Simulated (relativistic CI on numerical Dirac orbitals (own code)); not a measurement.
Fe3+ in a cubic cluster: 2p photoemission with charge transfer

Computed with a charge-transfer multiplet model of a cubic metal-ligand cluster with up to one ligand hole, Slater and spin-orbit integrals from Dirac-Coulomb-Breit ions, Slater integrals scaled by 0.8. The ground state mixes d5 with configurations of k ligand holes L, whose averages lie at kΔ + k(k − 1)U_dd/2; a core hole lowers each added d electron by U_cd. 300 K, Lorentzian 0.6 eV and Gaussian 0.8 eV FWHM.

Atomic integrals in eV (Slater integrals scaled, ζ unscaled), ground: F2dd 9.587, F4dd 5.993, zeta_d 0.056; with the core hole: F2dd 10.973, F4dd 6.899, zeta_d 0.083, zeta_core 8.126, F2cd 6.510, G1cd 4.989, G3cd 2.838.

Cluster parameters (eV): Δ = 2.3, U_dd = 6.5, U_cd = 7.3, 10Dq(ligand) = 0.4, V(eg) = 1.35, V(t2g) = -0.58, final-state hopping factor = 0.9.

```json
{"Case": "10Dq = 0.1 eV", "n_d": "5.13", "d5": "0.87", "d6L": "0.13", "S": "2.50"}
{"Case": "10Dq = 1 eV", "n_d": "5.12", "d5": "0.88", "d6L": "0.12", "S": "2.50"}
{"Case": "10Dq = 1.9 eV", "n_d": "5.11", "d5": "0.89", "d6L": "0.11", "S": "2.50"}
```

Weights, n_d and S are thermal averages at 300 K. Binding energies count from the first peak over 30 % of the highest in each spectrum, which can be another peak from case to case. The parameters are a model scan and need not match a compound or its usual spin state. Peaks in eV (height, largest 100):
- 10Dq = 0.1 eV: 0.0 (100), 1.5 (97), 4.5 (81), 6.0 (70), 11.1 (18), 14.0 (54), 15.3 (49), 18.8 (42), 20.1 (42), 24.1 (6)
- 10Dq = 1 eV: 0.0 (90), 1.5 (100), 4.4 (78), 5.9 (64), 11.1 (17), 14.0 (50), 15.3 (47), 18.7 (39), 20.0 (39), 23.9 (6)
- 10Dq = 1.9 eV: 0.0 (76), 1.4 (100), 4.5 (76), 5.8 (58), 11.4 (16), 15.0 (48), 18.7 (35), 20.0 (37), 23.7 (5)

Curve for 10Dq = 1 eV (points under 2 left out, the grid thinned):

(E (eV), Intensity): (-3.5, 2.3), (-2.8, 3.3), (-2.2, 5.0), (-1.5, 10.2), (-0.9, 29.6), (-0.2, 84.6), (0.4, 84.7), (1.1, 93.1), (1.8, 92.8), (2.4, 63.3), (3.1, 43.2), (3.7, 55.1), (4.4, 77.6), (5.0, 58.3), (5.7, 62.9), (6.4, 57.5), (7.0, 46.9), (7.7, 25.8), (8.3, 14.4), (9.0, 11.9), (9.6, 12.6), (10.3, 13.6), (10.9, 16.4), (11.6, 15.7), (12.3, 15.0), (12.9, 19.0), (13.6, 40.4), (14.2, 48.7), (14.9, 45.2), (15.5, 45.7), (16.2, 34.1), (16.9, 26.0), (17.5, 20.0), (18.2, 30.6), (18.8, 38.2), (19.5, 33.7), (20.1, 38.7), (20.8, 17.4), (21.5, 7.5), (22.1, 5.1), (22.8, 4.4), (23.4, 5.2), (24.1, 5.6), (24.7, 3.6), (25.4, 2.1)

For the case 10Dq = 1 eV, Δ = 2.3 eV is smaller than U_dd = 6.5 eV, the charge-transfer side of the Zaanen-Sawatzky-Allen scheme. With the core hole the average of the configuration with one ligand hole lies at Δ − U_cd = -5.0 eV before mixing: it lies below the unscreened one, so the lowest final states are mostly screened and the unscreened weight appears at higher binding energy as a satellite.

With at most 1 ligand hole the space is cut while the next configuration still counts, so covalency is underestimated, and a final configuration with one more ligand hole, which can lie low, is missing from the spectra.
